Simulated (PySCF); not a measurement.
A search over the determinants of BiH⁺

Unrestricted PBE0; PySCF, scalar-relativistic core potentials, basis sets Bi cc-pVTZ-PP with ECP60, H cc-pVTZ. Outer shells of the fragments: Bi+ 5d10 6s2 6p2; H 1s1.

Followed along the bond (rough minima from three points):

```csv
2Ms+1,unpaired,⟨S²⟩ at the start,R at minimum (Å),Te (eV)
2,π ↑,0.75,1.79,0.00
4,"σ ↑, π ↑↑",3.75,none in the scan,≤ 1.90
```

Solutions found at the starting distance of 1.880 Å, counted from the lowest of them; the search is not exhaustive and high or unbound solutions are not listed, so other states can lie among these:

```tsv
2Ms+1	unpaired	term	E (eV)	⟨S²⟩	⟨Lz²⟩	μ (D)
2	π ↑	²Π	0.00	0.75	1.00	-0.07
4	σ ↑, π ↑↑	⁴Σ⁻	1.95	3.75	0.00	1.43
2	σ ↓, π ↑↑	mixed	2.29	1.76	0.00	1.41
2	σ ↑, π ↑↓	mixed	2.47	1.76	2.02	1.42
2	σ ↑	mixed	3.42	0.76	2.01	1.42
4	σ ↑↑, π ↑	⁴Π	5.29	3.75	1.00	0.98
2	π ↑	²Π	9.04	0.77	1.01	3.11
```

A term symbol is given only where ⟨S²⟩ and ⟨Lz²⟩ are close to those of a pure state; real π, δ and φ orbitals otherwise mix terms. A positive dipole points towards H; it is taken about the centre of mass and depends on that origin.

Spin–orbit coupling is left out, which matters for elements this heavy, above all for dissociation energies. Counting both spins, an empty level lies below a filled one in some of these solutions, because spin and occupation are held.
